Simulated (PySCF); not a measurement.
# Computed vibrations of SmH3(H2O)

SmH3(H2O) (singlet in the valence; each metal's 4f electrons, 5 of them, lie in its core potential, out of spins and levels). PySCF 2.14.0, RKS PBE0, Sm lcecp-1-SVP with ECP51, H def2-SVP, O def2-SVP; non-relativistic Hamiltonian with scalar-relativistic core potentials where named; density fitting; no spin-orbit coupling. Central differences of gradients.

```xyz
7

Sm    0.1358   -0.1529    0.1529
H     1.0255    1.5340    0.9827
H    -0.9717   -1.3897    1.3897
H     1.0255   -0.9827   -1.5340
O    -1.2102    1.2913   -1.2913
H    -1.1726    2.2479   -1.1503
H    -1.1726    1.1503   -2.2479
```

Run from Python with OMP_NUM_THREADS=2. Where DIIS fails, smearing, a level shift and second-order steps follow.
It took 47 s on 2 threads of Intel(R) Xeon(R) 6975P-C (Granite Rapids), with other jobs on the host.

Problem. What are the harmonic wavenumbers and infrared intensities?

Solution. Modes are labelled in Cs; negative numbers are unstable modes, those under 60 cm⁻¹ near the noise; a finer grid moves soft modes by up to 10 cm⁻¹.
```tsv
cm⁻¹	km/mol	symmetry
-124	–	a''
94	405.0	a'
192	7.3	a''
210	363.2	a'
320	265.7	a'
367	80.6	a'
483	65.9	a''
556	95.5	a''
565	141.8	a'
1349	1079.1	a''
1361	1078.1	a'
1422	72.5	a'
1610	97.8	a'
3820	118.9	a'
3913	173.7	a''
```

Problem. Is this a minimum?

Solution. No: 1 unstable; the lowest moves the atoms so:
```
Sm   0.00  0.00  0.00
H   -0.40  0.33 -0.23
H    0.00  0.08  0.08
H    0.40 -0.23  0.33
O    0.00  0.02  0.02
H    0.39 -0.01  0.15
H   -0.39  0.15 -0.01
```

An lcecp potential fixes the number of 4f electrons, so in runs with it no electron can move into or out of that shell.
